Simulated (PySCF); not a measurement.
Species: C₆H₄S.
Geometry (GFN2-xTB, Å), atoms numbered from 1 in this order:
```
atom  x, y, z in Å
C1     3.1021    0.0736   -0.1582
C2     1.9010    0.1013   -0.1169
C3     0.5048    0.1538   -0.0634
C4    -0.3843   -0.8577   -0.3064
C5    -1.7250   -0.4514   -0.1612
C6    -1.8427    0.8557    0.1904
S7    -0.3187    1.6317    0.3529
H8     4.1490    0.0334   -0.1994
H9    -0.0781   -1.8515   -0.5793
H10   -2.5652   -1.1055   -0.3109
H11   -2.7375    1.4192    0.3663
```

Method used: TDDFT B3LYP/def2-SVPD, vertical, gas phase, core orbitals frozen in the response in PySCF.

Each state is given a Gaussian of 0.4 eV full width at half maximum, with ε(max) = 2.175×10⁸ f / Δν̃ (Δν̃ the width in cm⁻¹). The cross-section is σ = 3.8235×10⁻²¹ ε cm², given in Mb (10⁻¹⁸ cm²). The width is an assumption, not a result. The curve ends short of the highest state used, and states not computed would add to its high-energy end.

λ (nm), σ (Mb) and a bar:
```
    208.7       1.49 #
    212.7       1.14 
    216.8       2.28 #
    220.8       5.94 ###
    224.8      11.44 #####
    228.9      15.68 ########
    232.9      15.57 #######
    237.0      11.96 ######
    241.0       8.93 ####
    245.0      10.53 #####
    249.1      19.51 #########
    253.1      34.63 #################
    257.2      51.47 #########################
    261.2      62.01 ##############################
    265.3      61.95 ##############################
    269.3      52.14 #########################
    273.3      37.59 ##################
    277.4      23.22 ###########
    281.4      12.74 ######
    285.5       6.10 ###
    289.5       2.67 #
    293.6       1.03 
    297.6       0.37 
    301.6       0.13
```

Problem. Locate the maxima and give the states behind the curve.

Solution. 263 nm (4.71 eV), ε about 17000, made up of S1 (100%); 231 nm (5.37 eV), ε about 4200, made up of S4 (100%) (ε in L mol⁻¹ cm⁻¹; maxima over ε = 5, shares over 10%). At its high-energy end, 5.94 eV, the curve is still rising (ε about 390, from S6). The states used: S1 4.71 eV (f 0.246); S2 5.20 eV (f 0.0000); S3 5.33 eV (f 0.0001); S4 5.37 eV (f 0.063); S5 5.80 eV (f 0.0001); S6 6.07 eV (f 0.0068); S7 6.11 eV (f 0.0006); S8 6.54 eV (f 0.051).

Problem. Coming from long wavelengths, where does ε first pass 100 L mol⁻¹ cm⁻¹?

Solution. At about 297 nm (4.17 eV), 0.54 eV below S1.

Problem. On this curve, what absorbance would a 10⁻³ mol/L sample give at 248 nm over a 1 cm path?

Solution. 248 nm is 4.999 eV, where ε is about 4300 L mol⁻¹ cm⁻¹, so A = ε c l ≈ 4.3 (Beer–Lambert, with the gas-phase spectrum and the assumed width).

Problem. What would ε be at 4.71 eV, the highest of these maxima, with half the width (0.2 eV)?

Solution. About 33200 L mol⁻¹ cm⁻¹ against 16600, a factor of about 2.00; a lone state at its own centre would give exactly 2.

The run took 30 s wall on an x86-64 server with one thread (shared host).
